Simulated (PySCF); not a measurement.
Atomic charges against the basis set

C4H5B.
Geometry (PBE0-D3(BJ)/def2-SVP, Å), atoms numbered from 1 in this order:
```xyz
10
C4H5B angstrom
C      2.3539   -0.6633    0.4812
C      1.4615    0.1128    0.1814
B      0.3527    1.0874   -0.1906
C     -1.1140    0.6206   -0.3520
C     -1.4835   -0.6629   -0.1886
H      3.1489   -1.3383    0.7443
H      0.6513    2.2482   -0.3587
H     -1.8902    1.3502   -0.6122
H     -0.7452   -1.4304    0.0709
H     -2.5202   -0.9983   -0.3054
```

PBE0 throughout (PySCF), one geometry, spherical d and f functions. Isolated species at its PBE0-D3(BJ)/def2-SVP geometry (one conformer only). The first 7 of 10 kinds of atom are listed.

Mulliken charges (e):

| basis | functions | C1 | C2 | B3 | C4 | C5 | H6 | H7 |
| --- | --- | --- | --- | --- | --- | --- | --- | --- |
| STO-3G | 30 | -0.121 | -0.130 | +0.204 | -0.174 | -0.127 | +0.123 | -0.039 |
| 6-31G | 55 | -0.268 | -0.155 | +0.265 | -0.282 | -0.321 | +0.271 | -0.020 |
| pcSseg-0 | 55 | -0.290 | -0.337 | +0.559 | -0.636 | -0.340 | +0.289 | +0.049 |
| 6-31G* | 80 | -0.273 | +0.001 | +0.069 | -0.221 | -0.352 | +0.238 | -0.004 |
| cc-pVDZ | 95 | -0.180 | +0.093 | +0.075 | -0.104 | -0.013 | +0.026 | -0.030 |
| def2-SVP | 95 | -0.159 | +0.083 | +0.013 | -0.107 | -0.045 | +0.051 | -0.021 |
| aug-cc-pVDZ | 160 | +0.965 | -0.385 | -0.579 | +0.556 | +0.572 | -0.490 | +0.572 |
| 6-311+G(2d,p) | 165 | -0.506 | +0.227 | +0.132 | -0.171 | -0.256 | +0.170 | +0.016 |
| def2-TZVP | 185 | -0.263 | -0.002 | +0.061 | -0.236 | -0.175 | +0.182 | +0.029 |
| cc-pVTZ | 220 | -0.071 | -0.166 | +0.070 | -0.186 | -0.178 | +0.158 | -0.004 |
| IGLO-III | 225 | -0.216 | -0.171 | +0.382 | -0.273 | -0.168 | +0.151 | -0.053 |

IAO charges (e):

```csv
basis,functions,C1,C2,B3,C4,C5,H6,H7
STO-3G,30,-0.124,-0.145,+0.132,-0.262,-0.196,+0.164,+0.016
6-31G,55,-0.181,-0.126,+0.098,-0.265,-0.221,+0.205,+0.022
pcSseg-0,55,-0.168,-0.121,+0.083,-0.261,-0.204,+0.197,+0.020
6-31G*,80,-0.174,-0.131,+0.109,-0.267,-0.205,+0.201,+0.016
cc-pVDZ,95,-0.183,-0.123,+0.097,-0.265,-0.206,+0.204,+0.021
def2-SVP,95,-0.175,-0.121,+0.097,-0.262,-0.197,+0.198,+0.017
aug-cc-pVDZ,160,-0.191,-0.123,+0.101,-0.271,-0.215,+0.208,+0.022
"6-311+G(2d,p)",165,-0.191,-0.124,+0.101,-0.272,-0.214,+0.209,+0.022
def2-TZVP,185,-0.190,-0.124,+0.102,-0.272,-0.214,+0.209,+0.021
cc-pVTZ,220,-0.190,-0.124,+0.102,-0.272,-0.214,+0.209,+0.021
IGLO-III,225,-0.191,-0.124,+0.101,-0.273,-0.216,+0.209,+0.022
```

Hirshfeld charges (e):

| basis | functions | C1 | C2 | B3 | C4 | C5 | H6 | H7 |
| --- | --- | --- | --- | --- | --- | --- | --- | --- |
| STO-3G | 30 | -0.068 | -0.111 | +0.166 | -0.081 | -0.007 | +0.081 | -0.068 |
| 6-31G | 55 | -0.085 | -0.107 | +0.147 | -0.106 | -0.040 | +0.103 | -0.056 |
| pcSseg-0 | 55 | -0.074 | -0.106 | +0.142 | -0.107 | -0.033 | +0.100 | -0.058 |
| 6-31G* | 80 | -0.084 | -0.108 | +0.145 | -0.107 | -0.039 | +0.103 | -0.057 |
| cc-pVDZ | 95 | -0.079 | -0.108 | +0.144 | -0.110 | -0.037 | +0.100 | -0.056 |
| def2-SVP | 95 | -0.077 | -0.107 | +0.145 | -0.112 | -0.038 | +0.099 | -0.057 |
| aug-cc-pVDZ | 160 | -0.079 | -0.112 | +0.151 | -0.119 | -0.047 | +0.100 | -0.051 |
| 6-311+G(2d,p) | 165 | -0.078 | -0.115 | +0.150 | -0.119 | -0.042 | +0.100 | -0.051 |
| def2-TZVP | 185 | -0.079 | -0.111 | +0.148 | -0.117 | -0.044 | +0.100 | -0.052 |
| cc-pVTZ | 220 | -0.079 | -0.110 | +0.147 | -0.116 | -0.043 | +0.100 | -0.053 |
| IGLO-III | 225 | -0.079 | -0.111 | +0.149 | -0.118 | -0.046 | +0.100 | -0.051 |

Q: Which scheme is steadiest as the basis changes?

A: Largest range over the bases for any column: Hirshfeld 0.04 e, IAO 0.07 e, Mulliken 1.47 e. Hirshfeld charges move least and Mulliken charges most, counted in e. Without the minimal STO-3G basis the ranges are Hirshfeld 0.01, IAO 0.03, Mulliken 1.47 e.

Q: How much do the charges still move between the two largest bases, cc-pVTZ and IGLO-III?

A: At most, over all atoms: Mulliken 0.312 e, IAO 0.002 e, Hirshfeld 0.003 e.

Q: What do the same runs give for the total energy, the frontier levels and the dipole moment?

A: 
```tsv
basis	energy (Eh)	HOMO (eV)	LUMO (eV)	μ (D)
STO-3G	-177.7570	-5.98	0.21	1.22
6-31G	-179.9172	-7.69	-2.07	1.37
pcSseg-0	-179.5751	-8.02	-2.34	1.41
6-31G*	-179.9495	-7.62	-2.06	1.37
cc-pVDZ	-179.9654	-7.78	-2.26	1.32
def2-SVP	-179.8236	-7.85	-2.32	1.34
aug-cc-pVDZ	-179.9729	-7.91	-2.43	1.29
6-311+G(2d,p)	-180.0037	-7.93	-2.44	1.31
def2-TZVP	-180.0177	-7.91	-2.40	1.31
cc-pVTZ	-180.0146	-7.89	-2.37	1.32
IGLO-III	-180.0223	-7.93	-2.43	1.31
```

The dipole is fixed by the density alone, so its range of 0.19 D shows that the density itself changes with the basis, not only its division among atoms.
